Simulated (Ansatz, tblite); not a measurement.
Cost and result up the ladder for the cluster In₃As₃⁺ (the lowest doublet isomer of a short search) (6 atoms). The state is a doublet with charge 1. Geometry: PBE-D4/def2-SVP.

Cartesian coordinates in Å:
```
In 0.865 0.183 -2.567
In 1.890 1.767 0.078
In -1.539 -0.810 2.571
As -0.969 0.957 0.209
As 0.774 -0.929 0.658
As -1.021 -1.168 -0.948
```

Ansatz on 4 threads of Intel Xeon Platinum 8488C on a shared host; xTB runs through tblite on one thread. Times are rough, summed over both states, and most runs start from the orbitals of an earlier one. PBE-QIDH/def2-TZVP serves as the yardstick here, not as an exact answer. Differences are given only for rows in sets of like size (and for xTB, whose basis is part of the method), since another set adds its own error. The other state is a quartet at its own geometry, which has other bonds, so the gap mixes isomer and spin.

In the def2 sets In takes a core potential, while STO-3G treats all electrons; there is no spin–orbit coupling. The xTB rows come from tblite. Correlated methods freeze 39 core orbitals; core or outer-core shells of In, As are correlated, in sets that lack core-valence functions. The structure comes from a short search, and lower isomers may exist.

Correlated methods converge slowly with the basis.

xTB has no spin-polarisation term.

| level | functions | wall time |
| --- | --- | --- |
| GFN1-xTB | 54 | 0.025 s |
| GFN2-xTB | 54 | 0.028 s |
| PBE-D4/def2-TZVP | 294 | 16 s |
| HF/STO-3G | 135 | 24 s |
| r2SCAN-D4/def2-TZVP | 294 | 35 s |
| PBE0-D4/def2-TZVP (with forces) | 294 | 49 s |
| PBE-QIDH/def2-TZVP | 294 | 67 s |
| MP2/def2-TZVP | 294 | 82 s |

(1) Estimate what each level gives for the quartet − doublet (eV).

## Answers

(1) 
```json
{"level": "GFN1-xTB", "quartet − doublet (eV)": "2.89", "difference from PBE-QIDH/def2-TZVP (eV)": "1.12", "remarks": "–"}
{"level": "GFN2-xTB", "quartet − doublet (eV)": "2.20", "difference from PBE-QIDH/def2-TZVP (eV)": "0.44", "remarks": "–"}
{"level": "PBE-D4/def2-TZVP", "quartet − doublet (eV)": "1.55", "difference from PBE-QIDH/def2-TZVP (eV)": "-0.21", "remarks": "–"}
{"level": "HF/STO-3G", "quartet − doublet (eV)": "1.97", "difference from PBE-QIDH/def2-TZVP (eV)": "–", "remarks": "spin-contaminated (⟨S²⟩ 1.04) (doublet), spin-contaminated (⟨S²⟩ 3.88) (quartet)"}
{"level": "r2SCAN-D4/def2-TZVP", "quartet − doublet (eV)": "1.58", "difference from PBE-QIDH/def2-TZVP (eV)": "-0.19", "remarks": "–"}
{"level": "PBE0-D4/def2-TZVP (with forces)", "quartet − doublet (eV)": "1.50", "difference from PBE-QIDH/def2-TZVP (eV)": "-0.27", "remarks": "–"}
{"level": "PBE-QIDH/def2-TZVP", "quartet − doublet (eV)": "1.76", "difference from PBE-QIDH/def2-TZVP (eV)": "0.00", "remarks": "–"}
{"level": "MP2/def2-TZVP", "quartet − doublet (eV)": "2.00", "difference from PBE-QIDH/def2-TZVP (eV)": "0.24", "remarks": "spin-contaminated (⟨S²⟩ 0.87) (doublet)"}
```
